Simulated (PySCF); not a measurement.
Species: AlH4 (charge -1, singlet). 
Coordinates optimised at B3LYP-D3(BJ)/def2-TZVP (Ansatz):
```xyz
5

Al     0.0000     0.0000     0.0000
H      1.1863    -0.2312     1.1097
H     -1.1818     0.9346     0.6495
H     -0.6289    -1.4506    -0.4386
H      0.6245     0.7472    -1.3206
```
Charge -1, spin multiplicity 1.

Dispersion corrections to the total energy (kcal/mol) from the dftd3 and dftd4 libraries through PySCF: D3(BJ) without and D4 with the three-body term, each with the damping fitted for the functional named.

```json
[
 {"functional": "TPSSh", "D3(BJ)": "-1.14", "D4": "(withheld)"},
 {"functional": "r2SCAN", "D3(BJ)": "-0.25", "D4": "-0.49"},
 {"functional": "revPBE", "D3(BJ)": "-2.53", "D4": "-6.67"},
 {"functional": "TPSS", "D3(BJ)": "-1.25", "D4": "-2.76"},
 {"functional": "PBE0", "D3(BJ)": "-0.85", "D4": "-1.69"},
 {"functional": "LC-wPBE", "D3(BJ)": "(withheld)", "D4": "-2.27"},
 {"functional": "HSE06", "D3(BJ)": "(withheld)", "D4": "-1.56"}
]
```

### Question
Complete the blanks.

### Answer

- TPSSh, D4: -2.50
- LC-wPBE, D3(BJ): -0.93
- HSE06, D3(BJ): -0.63
